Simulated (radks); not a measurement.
Polarisability of the tungsten ion W+, [Xe] 4f14 5d4 6s1, at imaginary frequency. Method: scalar-relativistic Kohn-Sham, LDA (Slater exchange, Perdew-Wang correlation), spin-polarised, spherical densities, finite nucleus; open shells are filled with parallel spins first (spin-orbit coupling, left out, can overturn this in heavy ions); Fermi nuclear charge, rms radius 5.3658 fm; computed with a radial shooting solver on a logarithmic mesh with Libxc functionals. Response by self-consistent Sternheimer equations with the Hartree and adiabatic LDA kernel, the relativistic mass of each level held fixed and spin-orbit coupling left out.

w (hartree)  alpha1(iw) (bohr^3)
0.00266                    33.43
0.0143                     33.35
0.0360                     32.86
0.0697                     31.41
0.118                      28.36
0.186                      23.64
0.280                      18.17
0.413                      13.15
0.605                      9.121
0.892                      6.059
1.35                       3.789
2.12                       2.151
3.59                       1.049
6.94                      0.4057
17.5                     0.09989

Static values: alpha1 = 33.44 bohr^3 (4.955 angstrom^3; uncoupled 56.41). C6 = 285.1, triple-dipole C9 = 6466 atomic units. One-pole (London) frequency 4 C6 / (3 alpha1^2) = 0.340 hartree, against 0.474 for minus the highest occupied eigenvalue.
